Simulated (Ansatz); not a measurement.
Species: C$_{8}$H$_{7}$FSSi, SMILES `Fc1cc2ccsc2cc1[SiH3]` (charge 0, multiplicity 1).

Q: Give a relaxed geometry from PBE-D3(BJ)/def2-SVP (Ansatz, a program for electronic structure).

A: the end point of this relaxation (outside a Z-matrix the atoms follow the SMILES, hydrogens last).
Cartesian coordinates (Å) in one orientation:
```xyz
18

F      1.861    -1.021     1.917
C      0.928    -0.549     1.056
C     -0.401    -0.524     1.460
C     -1.367    -0.029     0.552
C     -2.791     0.106     0.713
C     -3.399     0.633    -0.401
S     -2.287     0.992    -1.694
C     -0.934     0.422    -0.734
C      0.419     0.384    -1.114
C      1.379    -0.108    -0.212
Si     3.214    -0.193    -0.642
H     -0.679    -0.883     2.461
H     -3.335    -0.180     1.623
H     -4.468     0.840    -0.545
H      0.727     0.737    -2.110
H      3.723    -1.607    -0.592
H      4.037     0.641     0.301
H      3.373     0.340    -2.039
```
